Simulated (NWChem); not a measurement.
# C2H8Si; SMILES C[SiH2]C

Results from NWChem. Pople sets run with spherical d functions. Each level has its own optimisation; frequencies are unscaled.

```tsv
level	basis functions	r C–Si (Å)	r H–Si (Å)	r C–H (Å)	highest harmonic frequency (cm⁻¹)	lowest (cm⁻¹)	zero-point energy (kcal/mol)	dipole (D)
PBE/STO-3G	27	1.882	1.457	1.103	3421	138	63.3	0.17
PBE/3-21G	47	1.924	1.517	1.104	3072	138	55.9	0.78
PBE/6-31G*	62	1.896	1.506	1.103	3076	…	55.5	…
PBE/6-31+G*	74	1.896	1.506	1.104	3067	140	55.4	0.81
```

**Question.** Some entries are withheld; supply them.

**Answer.** 
- PBE/6-31G*, lowest (cm⁻¹): 144
- PBE/6-31G*, dipole (D): 0.90
